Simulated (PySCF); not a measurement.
A structure optimised at ωB97X-D3(BJ)/def2-TZVP, used in a PySCF frequency run:

```xyz
5

O      0.0000     0.0000     2.1366
B      0.0000     0.0000     0.9471
B      0.0000     0.0000    -0.7077
O      0.0000     0.0000    -1.9245
H      0.0000     0.0000    -2.8937
```
Charge +1, spin multiplicity 1.

Q: Write its SMILES, formula and point group.

A: O=BB=[OH+], B₂HO₂, C∞v

Q: What are its rotational constants (standard atomic weights)?

A: 3.2465 GHz (linear rotor, B only)
